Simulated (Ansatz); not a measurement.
Basis-set extrapolation for Cl2H6N2OSi2, SMILES `N[SiH](O)[Si](N)(Cl)Cl` (PBE0-D4/def2-TZVP geometry, frozen core, the Gaussian-basis code of Ansatz). Multiplicity 1, RHF reference.

```tsv
	def2-TZVPP	def2-QZVPP
HF	-1684.492577	-1684.545607
MP2 correlation	-1.279687	-1.390529
CCSD(T) correlation	-1.395079	not run
```

Energies in hartree. Use E(X) = E(∞) + A·exp(−7.88·√X) for Hartree–Fock and E(X) = E(∞) + B·X^(−2.97) for correlation, with X = 3 and 4, and add CCSD(T) minus MP2 of the smaller set to the MP2 limit.

What is the CCSD(T) energy at the basis-set limit?

HF limit: -1684.545607 + (-0.053030) × 0.13774 = -1684.55291. MP2 limit: -1.390529 + (-0.110842) × 0.74074 = -1.47263. Higher-order term: -1.395079 − (-1.279687) = -0.11539. Total: -1686.14093 hartree, 665.0 kJ/mol below CCSD(T)/def2-TZVPP.
